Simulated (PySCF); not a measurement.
**Two-photon absorption: SMILES COc1ccc2ccc3ccccc3c2c1, C₁₅H₁₂O**

Geometry (Å), atoms numbered from 1 in this order:
```xyz
28

C    -3.7466    1.3614    1.3716
O    -3.7683    0.3903    0.3556
C    -2.5849   -0.0806   -0.1291
C    -2.7002   -1.0510   -1.1406
C    -1.5762   -1.5911   -1.6962
C    -0.2935   -1.2004   -1.2731
C     0.8673   -1.7780   -1.8565
C     2.1051   -1.4132   -1.4529
C     2.2830   -0.4396   -0.4304
C     3.5747   -0.0741   -0.0175
C     3.7648    0.8578    0.9691
C     2.6572    1.4534    1.5734
C     1.3853    1.1129    1.1848
C     1.1543    0.1620    0.1771
C    -0.1667   -0.2271   -0.2559
C    -1.3367    0.3203    0.2969
H    -3.2598    2.2833    1.0368
H    -3.2469    0.9909    2.2725
H    -4.7902    1.5702    1.6017
H    -3.6892   -1.3455   -1.4536
H    -1.6615   -2.3352   -2.4750
H     0.7330   -2.5193   -2.6316
H     2.9867   -1.8541   -1.8960
H     4.4215   -0.5461   -0.4955
H     4.7618    1.1321    1.2813
H     2.8043    2.1870    2.3528
H     0.5542    1.5947    1.6756
H    -1.2533    1.0664    1.0688
```

The calculation used TDDFT CAM-B3LYP/def2-SVPD excited states, vertical, gas phase in PySCF 2.14.0. Geometry: GFN2-xTB.

Task: How strongly do the lowest singlets absorb one photon, and two photons of half the energy?

Result: δ for parallel linear polarisation; σ at the peak of a Lorentzian of half width 0.1 eV, single beam; Ω is circular over linear.
```tsv
state	E (eV)	f	photon λ (nm)	δ (au)	σ (GM)	Ω	main
S1	4.16	0.016	596	8.67	0.06	1.50	HOMO→LUMO 0.56, HOMO→LUMO+1 0.17
S2	4.47	0.103	555	136	0.99	0.73	HOMO→LUMO+1 0.56, HOMO→LUMO 0.21
S3	5.16	0.353	480	5.34	0.05	0.83	HOMO−1→LUMO 0.29, HOMO−1→LUMO+1 0.16
S4	5.27	0.552	470	142	1.44	0.67	HOMO−1→LUMO+1 0.40, HOMO−1→LUMO 0.29
S5	5.47	0.189	453	29.4	0.32	1.36	HOMO−2→LUMO 0.41, HOMO−1→LUMO+2 0.13
```

Among these, the strongest one-photon state is S4, the strongest two-photon state S4, with a dipole change of 0.8 D (relaxed, norm of the difference vector).
